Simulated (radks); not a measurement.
Values are calculated unless marked as measured or tabulated.
How relativity changes the ionisation of neutral bromine ([Ar] 3d10 4s2 4p5) to Br+ ([Ar] 3d10 4s2 4p4). Spin-unpolarised spherical Kohn-Sham, PBEsol, point nucleus unless stated (finite: rms radius 4.1629 fm), a radial shooting solver on a logarithmic mesh with Libxc functionals. A level marked "c x" has the speed of light scaled by that factor and shares open shells by 2j + 1; other Dirac levels either fill j = l - 1/2 first or share by 2j + 1.

level                               E(Br) (hartree)  E(Br+) (hartree)  IE (eV)   HOMO  <r> HOMO (bohr)
non-rel.                                -2572.10843       -2571.64613   12.580     4p            2.108
scalar-rel.                             -2604.68930       -2604.22796   12.554     4p            2.102
scalar-rel., finite nucleus             -2604.66883       -2604.20749   12.554     4p            2.102
Dirac, 2j+1 shares                      -2604.86736       -2604.40581   12.559  4p3/2            2.119
Dirac, low j first                      -2604.87348       -2604.41987   12.343  4p3/2            2.120
Dirac, 2j+1 shares, finite nucleus      -2604.84687       -2604.38532   12.559  4p3/2            2.119
Dirac, c x 0.75                         -2631.89080       -2631.42964   12.549  4p3/2            2.128
Dirac, c x 1.25                         -2592.82924       -2592.36745   12.566  4p3/2            2.115
Dirac, c x 10                           -2572.42577       -2571.96348   12.580  4p3/2            2.108

NIST Atomic Spectra Database: 11.814 eV (measured). The relativistic part of the total energy of Br is -32.74 hartree (Dirac, 2j+1 shares, finite nucleus), 1.3 % of the non-relativistic value. Spin polarisation and multiplet splitting of open shells are left out at every level.

Beside tabulated values, note that spin-unpolarised runs miss the spin-polarisation part of the exchange energy of open shells.
